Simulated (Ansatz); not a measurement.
Reaction (substitution at a C–C bond): `CCCCC(CC)CO` + `OCF` → `CCCOCF` + `CCC(C)CO`

Computed with Ansatz on PBE0-D4/def2-TZVP structures; ΔE is electronic, products minus reactants. CBS: MP2 limit from def2 TZ/QZ plus the TZ coupled-cluster correction, frozen cores. DFT in def2-TZVPP. B3LYP here is the variant with VWN-RPA as its local correlation; programs differ in this. Each species was taken in one conformer, which may not be the lowest.

`CCCCC(CC)CO`:

Cartesian coordinates in Å:
```
C 3.342 0.164 -0.726
C 2.121 0.389 -1.603
C 0.874 0.817 -0.839
C 0.332 -0.247 0.101
C -0.878 0.191 0.922
C -2.091 0.600 0.082
C -2.608 -0.464 -0.874
C -1.255 -0.877 1.941
O -0.227 -1.158 2.869
H 3.190 -0.651 -0.015
H 4.219 -0.086 -1.327
H 3.580 1.064 -0.151
H 1.900 -0.527 -2.165
H 2.355 1.152 -2.352
H 0.101 1.098 -1.562
H 1.098 1.727 -0.266
H 1.110 -0.560 0.802
H 0.073 -1.143 -0.476
H -0.582 1.083 1.498
H -1.842 1.501 -0.486
H -2.897 0.894 0.764
H -3.485 -0.100 -1.414
H -1.858 -0.738 -1.619
H -2.904 -1.377 -0.352
H -2.177 -0.578 2.461
H -1.460 -1.826 1.440
H -0.031 -0.349 3.349
```

`OCF`:

```xyz
6

O     0.134   -1.017   -0.344
C     0.083    0.326   -0.080
F     0.489    0.594    1.213
H    -0.563   -1.464    0.145
H    -0.926    0.742   -0.177
H     0.782    0.818   -0.757
```

`CCCOCF`:

Z-matrix (Å, degrees):
```
C
C 1 1.519
H 1 1.094 2 111.4
H 1 1.094 2 111.4 3 -120.1
H 1 1.091 2 111.1 3 119.9
C 2 1.515 1 111.3 3 60.7
H 2 1.092 1 110.5 3 -61.1
H 2 1.094 1 110.4 3 -178.9
O 6 1.421 2 113.3 1 175.4
H 6 1.099 2 110.5 1 -61.4
H 6 1.094 2 110.0 1 57.3
C 9 1.359 6 116.0 2 91.3
F 12 1.387 9 112.0 6 -74.7
H 12 1.099 9 112.1 6 44.3
H 12 1.091 9 107.7 6 167.7
```

`CCC(C)CO`:

Cartesian coordinates in Å:
```
C -0.762 0.178 2.025
C 0.328 -0.130 1.012
C -0.135 -0.085 -0.440
C -0.506 1.319 -0.894
C 0.927 -0.658 -1.369
O 1.269 -1.999 -1.090
H -1.155 1.192 1.913
H -1.602 -0.515 1.921
H -0.386 0.087 3.047
H 0.741 -1.123 1.211
H 1.158 0.577 1.134
H -1.029 -0.723 -0.533
H -0.840 1.326 -1.935
H 0.356 1.989 -0.816
H -1.309 1.741 -0.288
H 0.600 -0.548 -2.413
H 1.855 -0.087 -1.260
H 0.488 -2.541 -1.224
```

```
             level  ΔE (kJ/mol)  difference from CCSD(T)/CBS
           PBE0-D4         25.0                         -2.9
          B3LYP-D4         19.1                         -8.8
               PBE         15.6                        -12.3
            r2SCAN         17.3                        -10.6
              PBE0         19.3                         -8.6
             B3LYP         10.0                        -17.9
     HF/def2-TZVPP          8.7                        -19.2
CCSD(T)/def2-TZVPP         26.5                         -1.4
     HF/def2-QZVPP          8.6                        -19.3
    MP2/def2-QZVPP         33.0                          5.1
       CCSD(T)/CBS         27.9                            0
```

Largest T1 diagnostic among the species: 0.011.

From PBE to PBE0 (25 % exact exchange), in def2-TZVPP and without D4, ΔE moves by +3.7 kJ/mol. In def2-TZVPP, CCSD(T) changes the Hartree–Fock value by +17.8 kJ/mol (the triples alone add +1.2 kJ/mol) and MP2 by +23.5 kJ/mol. The D4 term adds +9.1 kJ/mol with B3LYP and +5.7 kJ/mol with PBE0; it sums over pairs of atoms, weighted by their polarisabilities, and B3LYP, whose exchange is more repulsive, gets the larger term.
